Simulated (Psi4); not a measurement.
C₅H₆ (SMILES C#CCC=C), singlet, geometry from GFN2-xTB; MP2/def2-TZVP (Psi4).

Here is a job for Psi4.
```
memory 2 GB

molecule {
0 1
  C     2.13708071    0.41199551    0.99561250
  C     1.28473866    0.20581225    0.18189963
  C     0.22856165   -0.05940597   -0.77738870
  C    -1.00493156   -0.55185694   -0.07744091
  C    -2.18403757    0.03294560   -0.15856264
  H     2.89327591    0.60152058    1.69715367
  H     0.00992911    0.85361780   -1.33785592
  H     0.58189043   -0.82377427   -1.47912033
  H    -0.86656450   -1.43893353    0.52673530
  H    -2.33966614    0.92118115   -0.74982896
  H    -3.04733614   -0.35055457    0.35819707
}

set basis def2-tzvp
set freeze_core true

energy('mp2')
print_variables()
```

**Question.** Write the output that Psi4 gives for this input, abridged.

**Answer.** 
```
    SCF Algorithm Type (re)set to DF.

   => Loading Basis Set <=

    Name: DEF2-TZVP
    Role: ORBITAL
    Keyword: BASIS

         ---------------------------------------------------------
                                   SCF
               by Justin Turney, Rob Parrish, Andy Simmonett
                          and Daniel G. A. Smith
                              RHF Reference
         ---------------------------------------------------------

  ==> Geometry <==

    Molecular point group: c1
    Full point group: C1

    Geometry (in Angstrom), charge = 0, multiplicity = 1:

       Center              X                  Y                   Z               Mass
    ------------   -----------------  -----------------  -----------------  -----------------
         C            2.095491992208     0.408436095463     0.980819781670    12.000000000000
         C            1.243149942208     0.202252835463     0.167106911670    12.000000000000
         C            0.186972932208    -0.062965384537    -0.792181418330    12.000000000000
         C           -1.046520277792    -0.555416354537    -0.092233628330    12.000000000000
         C           -2.225626287792     0.029386185463    -0.173355358330    12.000000000000
         H            2.851687192208     0.597961165463     1.682360951670     1.007825032230
         H           -0.031659607792     0.850058385463    -1.352648638330     1.007825032230
         H            0.540301712208    -0.827333684537    -1.493913048330     1.007825032230
         H           -0.908153217792    -1.442492944537     0.511942581670     1.007825032230
         H           -2.381254857792     0.917621735463    -0.764621678330     1.007825032230
         H           -3.088924857792    -0.354113984537     0.343404351670     1.007825032230

  Running in c1 symmetry.

  Rotational constants: A =      0.60875  B =      0.08950  C =      0.08449 [cm^-1]
  Rotational constants: A =  18249.89456  B =   2683.01362  C =   2532.96970 [MHz]
  Nuclear repulsion =  141.028515737117914

  Charge       = 0
  Multiplicity = 1
  Electrons    = 36
  Nalpha       = 18
  Nbeta        = 18

  ==> Algorithm <==

  SCF Algorithm Type is DF.
  DIIS enabled.
  MOM disabled.
  Fractional occupation disabled.
  Guess Type is SAD.
  Energy threshold   = 1.00e-08
  Density threshold  = 1.00e-08
  Integral threshold = 1.00e-12

  ==> Primary Basis <==

  Basis Set: DEF2-TZVP
    Blend: DEF2-TZVP
    Number of shells: 79
    Number of basis functions: 191
    Number of Cartesian functions: 216
    Spherical Harmonics?: true
    Max angular momentum: 3

   => Loading Basis Set <=

    Name: (DEF2-TZVP AUX)
    Role: JKFIT
    Keyword: DF_BASIS_SCF

  ==> Integral Setup <==

  SCF_SUBTYPE=INCORE selected. In-core MEM_DF algorithm will be used.
  Using in-core AOs.

  ==> MemDFJK: Density-Fitted J/K Matrices <==

    J tasked:                   Yes
    K tasked:                   Yes
    wK tasked:                   No
    Algorithm:                 Core
    Schwarz Cutoff:           1E-12
    Mask sparsity (%):       3.1797
    Fitting Condition:        1E-10

   => Auxiliary Basis Set <=

  Basis Set: (DEF2-TZVP AUX)
    Blend: DEF2-UNIVERSAL-JKFIT
    Number of shells: 161
    Number of basis functions: 483
    Number of Cartesian functions: 565
    Spherical Harmonics?: true
    Max angular momentum: 4

  Minimum eigenvalue in the overlap matrix is 2.1109735194E-05.
  Reciprocal condition number of the overlap matrix is 2.4340607218E-06.
    Using symmetric orthogonalization.

  ==> Pre-Iterations <==

  SCF Guess: Superposition of Atomic Densities via on-the-fly atomic UHF (no occupation information).

   -------------------------
    Irrep   Nso     Nmo
   -------------------------
     A        191     191
   -------------------------
    Total     191     191
   -------------------------

  ==> Iterations <==

                           Total Energy        Delta E     RMS |[F,P]|

[...]
  Energy and wave function converged.

  ==> Post-Iterations <==

    Orbital Energies [Eh]
    ---------------------

    Doubly Occupied:

[...]
    Virtual:

[...]
    Final Occupation by Irrep:
              A
    DOCC [    18 ]
    NA   [    18 ]
    NB   [    18 ]

  @DF-RHF Final Energy:  -192.81417934296189

   => Energetics <=

    Nuclear Repulsion Energy =            141.0285157371179139
    One-Electron Energy =                -537.9098839030658610
    Two-Electron Energy =                 204.0671888229860542
    Total Energy =                       -192.8141793429618929

Computation Completed

Properties will be evaluated at   0.000000,   0.000000,   0.000000 [a0]

Properties computed using the SCF density matrix

 Multipole Moments:

 ------------------------------------------------------------------------------------
     Multipole            Electronic (a.u.)      Nuclear  (a.u.)        Total (a.u.)
 ------------------------------------------------------------------------------------

 L = 1.  Multiply by 2.5417464519 to convert [e a0] to [Debye]
 Dipole X            :          2.6904569           -2.8292863           -0.1388294
 Dipole Y            :          0.1774053           -0.2421477           -0.0647425
 Dipole Z            :          0.8496263           -1.0063505           -0.1567242
 Magnitude           :                                                    0.2191521

 ------------------------------------------------------------------------------------

  //>>>>>>>>>>>>>>>>>>>>>>>>>>>>>>>>>>>//
  //               DFMP2               //
  //<<<<<<<<<<<<<<<<<<<<<<<<<<<<<<<<<<<//

   => Loading Basis Set <=

    Name: (DEF2-TZVP AUX)
    Role: RIFIT
    Keyword: DF_BASIS_MP2

	 --------------------------------------------------------
	                          DF-MP2
	      2nd-Order Density-Fitted Moller-Plesset Theory

	        Rob Parrish, Justin Turney, Andy Simmonett,
	           Ed Hohenstein, and C. David Sherrill
	 --------------------------------------------------------

   => Auxiliary Basis Set <=

  Basis Set: (DEF2-TZVP AUX)
    Blend: DEF2-TZVP-RI
    Number of shells: 152
    Number of basis functions: 470
    Number of Cartesian functions: 571
    Spherical Harmonics?: true
    Max angular momentum: 4

	 --------------------------------------------------------
	                 NBF =   191, NAUX =   470
	 --------------------------------------------------------
	   CLASS    FOCC     OCC    AOCC    AVIR     VIR    FVIR
	   PAIRS       5      18      13     173     173       0
	 --------------------------------------------------------

	-----------------------------------------------------------
	 ==================> DF-MP2 Energies <====================
	-----------------------------------------------------------
	 Reference Energy          =    -192.8141793429618929 [Eh]
	 Singles Energy            =      -0.0000000000000000 [Eh]
	 Same-Spin Energy          =      -0.1841768052931058 [Eh]
	 Opposite-Spin Energy      =      -0.5917458793057201 [Eh]
	 Correlation Energy        =      -0.7759226845988259 [Eh]
	 Total Energy              =    -193.5901020275607323 [Eh]
	-----------------------------------------------------------
	 ================> DF-SCS-MP2 Energies <==================
	-----------------------------------------------------------
	 SCS Same-Spin Scale       =       0.3333333333333333 [-]
	 SCS Opposite-Spin Scale   =       1.2000000000000000 [-]
	 SCS Same-Spin Energy      =      -0.0613922684310353 [Eh]
	 SCS Opposite-Spin Energy  =      -0.7100950551668641 [Eh]
	 SCS Correlation Energy    =      -0.7714873235978994 [Eh]
	 SCS Total Energy          =    -193.5856666665598027 [Eh]
	-----------------------------------------------------------

  Variable Map:
  ----------------------------------------------------------------------------
[...]
  Array Variable Map:
  ----------------------------------------------------------------------------
[...]
[...]
```
